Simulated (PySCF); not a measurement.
Excitation energy of C by level of theory

C [He] 2s2 2p2 (3P) → C [He] 2s2 2p1 3s1, s spin flipped, as a difference of total energies. Computed with PySCF 2.14 in dyall-av3z (15s9p3d2f, 71 functions), with the non-relativistic Hamiltonian (point nucleus). Correlated levels: valence: 1s2 frozen; virtual orbitals above 40 to 60 times the deepest correlated orbital energy dropped. The calculations carry no spin-orbit coupling.

```csv
method,excitation energy (eV)
UHF,7.539
MP2 (valence),7.821
SCS-MP2 (valence),7.702
```

Problem. How much does correlation contribute at MP2 (valence)?

Solution. 7.821 − (7.539) = 0.282 eV, measured against UHF.

The upper determinant mixes two multiplicities, so it lies between the two terms.

The promoted electron is Rydberg-like, and one or two diffuse shells describe it only roughly, which tends to raise the upper state.
